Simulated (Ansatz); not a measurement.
Calculated with Ansatz (gas phase, PBE0-D4/def2-TZVP geometries, no zero-point term in ΔE). CCSD(T)/CBS is the MP2 limit (def2-TZVPP, def2-QZVPP) plus CCSD(T) − MP2 in def2-TZVPP, frozen cores. DFT in def2-TZVPP. B3LYP here is the variant with VWN-RPA as its local correlation; programs differ in this. For Mg outer-core shells are correlated without core-valence functions, which leaves a few kJ/mol of doubt a bond. One conformer a species, not always the lowest.

Consider the substitution at a C–Mg bond: `C[CH2][Mg][Cl]` + `CB(O)F` → `CCOB(C)F` + `[MgH][Cl]`.

`C[CH2][Mg][Cl]`:

```xyz
9

C     0.577    0.842    0.669
C     0.402   -0.111   -0.515
Mg   -1.350   -1.242   -0.540
Cl   -3.198   -2.427   -0.563
H     0.583    0.313    1.627
H     1.518    1.401    0.614
H    -0.226    1.583    0.723
H     0.446    0.450   -1.456
H     1.247   -0.809   -0.559
```

`CB(O)F`:

Z-matrix (Å, degrees):
```
C
B 1 1.558
H 1 1.094 2 110.3
H 1 1.090 2 112.6 3 121.6
H 1 1.094 2 110.2 3 -116.8
O 2 1.353 1 122.1 3 -121.7
F 2 1.343 1 119.9 3 58.3
H 6 0.962 2 112.8 1 -180.0
```

`CCOB(C)F`:

Cartesian coordinates in Å:
```
C -0.051 2.139 -0.310
C -1.016 1.023 0.009
O -0.338 -0.080 0.601
B 0.122 -1.118 -0.124
C 0.879 -2.310 0.541
F -0.080 -1.124 -1.453
H -0.592 3.005 -0.701
H 0.491 2.447 0.586
H 0.674 1.823 -1.063
H -1.545 0.700 -0.891
H -1.759 1.351 0.740
H 1.876 -2.420 0.103
H 0.355 -3.250 0.344
H 0.982 -2.187 1.618
```

`[MgH][Cl]`:

```xyz
3

Mg   -0.093    0.014    0.138
Cl    1.120   -0.182   -1.671
H    -1.027    0.167    1.533
```

```json
{"level": "PBE-D4", "ΔE (kJ/mol)": "49.6", "difference from CCSD(T)/CBS": "-4.2"}
{"level": "r2SCAN-D4", "ΔE (kJ/mol)": "44.9", "difference from CCSD(T)/CBS": "-8.9"}
{"level": "PBE0-D4", "ΔE (kJ/mol)": "47.0", "difference from CCSD(T)/CBS": "-6.8"}
{"level": "B3LYP-D4", "ΔE (kJ/mol)": "42.6", "difference from CCSD(T)/CBS": "-11.2"}
{"level": "ωB97X-V", "ΔE (kJ/mol)": "37.7", "difference from CCSD(T)/CBS": "-16.1"}
{"level": "ωB97M-V", "ΔE (kJ/mol)": "44.5", "difference from CCSD(T)/CBS": "-9.3"}
{"level": "B2PLYP", "ΔE (kJ/mol)": "49.5", "difference from CCSD(T)/CBS": "-4.3"}
{"level": "PBE", "ΔE (kJ/mol)": "53.1", "difference from CCSD(T)/CBS": "-0.7"}
{"level": "r2SCAN", "ΔE (kJ/mol)": "46.1", "difference from CCSD(T)/CBS": "-7.7"}
{"level": "PBE0", "ΔE (kJ/mol)": "50.1", "difference from CCSD(T)/CBS": "-3.7"}
{"level": "B3LYP", "ΔE (kJ/mol)": "47.8", "difference from CCSD(T)/CBS": "-6.0"}
{"level": "HF/def2-TZVPP", "ΔE (kJ/mol)": "29.2", "difference from CCSD(T)/CBS": "-24.6"}
{"level": "MP2/def2-TZVPP", "ΔE (kJ/mol)": "57.1", "difference from CCSD(T)/CBS": "3.3"}
{"level": "SCS-MP2/def2-TZVPP", "ΔE (kJ/mol)": "49.9", "difference from CCSD(T)/CBS": "-3.9"}
{"level": "CCSD/def2-TZVPP", "ΔE (kJ/mol)": "46.5", "difference from CCSD(T)/CBS": "-7.3"}
{"level": "CCSD(T)/def2-TZVPP", "ΔE (kJ/mol)": "47.8", "difference from CCSD(T)/CBS": "-6.0"}
{"level": "HF/def2-QZVPP", "ΔE (kJ/mol)": "28.8", "difference from CCSD(T)/CBS": "-25.0"}
{"level": "MP2/def2-QZVPP", "ΔE (kJ/mol)": "60.4", "difference from CCSD(T)/CBS": "6.6"}
{"level": "SCS-MP2/def2-QZVPP", "ΔE (kJ/mol)": "53.1", "difference from CCSD(T)/CBS": "-0.7"}
{"level": "HF/CBS(def2)", "ΔE (kJ/mol)": "28.8", "difference from CCSD(T)/CBS": "-25.0"}
{"level": "MP2/CBS(def2)", "ΔE (kJ/mol)": "63.1", "difference from CCSD(T)/CBS": "9.3"}
{"level": "CCSD/CBS(def2)", "ΔE (kJ/mol)": "52.5", "difference from CCSD(T)/CBS": "-1.3"}
{"level": "CCSD(T)/CBS", "ΔE (kJ/mol)": "53.8", "difference from CCSD(T)/CBS": "0"}
```

Largest T1 diagnostic among the species: 0.012.

The D4 term adds −5.2 kJ/mol with B3LYP and −3.0 kJ/mol with PBE0; it sums over pairs of atoms, weighted by their polarisabilities, and B3LYP, whose exchange is more repulsive, gets the larger term. In def2-TZVPP, CCSD(T) changes the Hartree–Fock value by +18.6 kJ/mol (the triples alone add +1.3 kJ/mol) and MP2 by +27.8 kJ/mol. From PBE to PBE0 (25 % exact exchange), in def2-TZVPP and without D4, ΔE moves by −3.0 kJ/mol.
